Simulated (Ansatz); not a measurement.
WF, multiplicity 6 (lowest of 2S+1 = 2, 4, 6, 8 at CCSD(T)/def2-TZVPP on PBE0 minima; our sources give no spin for the ground state, which may be another), most abundant isotopes (183.9509 and 18.9984 u). Constants from fifth-degree fits in 1/R to seven points on the lowest solution found; no spin–orbit coupling, no relativity up to Kr; ω_e x_e and α_e move by some per cent with the fit.

Correlated levels freeze the inner cores; with def2 sets outer-core shells near the valence are correlated too. CBS(a, b) extrapolates the correlation energy as X⁻³ and adds the Hartree–Fock energy of set b.

Codes used: Ansatz (an electronic-structure program) with Gaussian orbitals. Each number belongs to the level named beside it. In def2 rows elements past Kr take small-core potentials, without spin–orbit coupling.

```tsv
level	r_e (Å)	ω_e (cm⁻¹)	ω_e x_e (cm⁻¹)	α_e (cm⁻¹)
PBE/def2-TZVPP	1.8980	628.6	2.82	0.00164
CCSD(T)/CBS(def2-TZVPP, def2-QZVPP)	1.8967	640.8	2.78	0.00158
```

Q: Derive the rotational constants, the centrifugal constant, the fundamental, the zero-point energy and the force constant.

A: 
μ = 17.21993 u.
- PBE/def2-TZVPP: B_e = 16.8576/(μ r_e²) = 0.27175 cm⁻¹; B₀ = B_e − α_e/2 = 0.27093 cm⁻¹; D = 4B_e³/ω_e² = 2.03e-07 cm⁻¹; fundamental ω_e − 2ω_e x_e = 623 cm⁻¹; zero-point energy ω_e/2 − ω_e x_e/4 = 314 cm⁻¹; k = μ(2πcω_e)² = 401 N/m
- CCSD(T)/CBS(def2-TZVPP, def2-QZVPP): B_e = 16.8576/(μ r_e²) = 0.27212 cm⁻¹; B₀ = B_e − α_e/2 = 0.27133 cm⁻¹; D = 4B_e³/ω_e² = 1.96e-07 cm⁻¹; fundamental ω_e − 2ω_e x_e = 635 cm⁻¹; zero-point energy ω_e/2 − ω_e x_e/4 = 320 cm⁻¹; k = μ(2πcω_e)² = 417 N/m
